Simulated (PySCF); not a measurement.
5-ethenylidene-2H-furan (C6H6O), SMILES C=C=C1C=CCO1. Geometry optimised at PBE0-D3(BJ)/def2-SVP. The values are those of a single conformer.

Computed equilibrium geometry at PBE0-D3(BJ)/def2-SVP (PySCF confirms it by a frequency run) as Cartesian coordinates in Å, and its point group (one conformer of several):
point group Cs.
```xyz
13

C      0.0190     2.9475     0.0000
C      0.0232     1.6409     0.0000
C     -0.0174     0.3198     0.0000
C     -1.1972    -0.5420     0.0000
C     -0.7835    -1.8157     0.0000
C      0.7110    -1.8351     0.0000
O      1.0987    -0.4734     0.0000
H      0.0204     3.5273    -0.9331
H      0.0204     3.5273     0.9331
H     -2.2196    -0.1678     0.0000
H     -1.4066    -2.7105     0.0000
H      1.1321    -2.3408     0.8904
H      1.1321    -2.3408    -0.8904
```
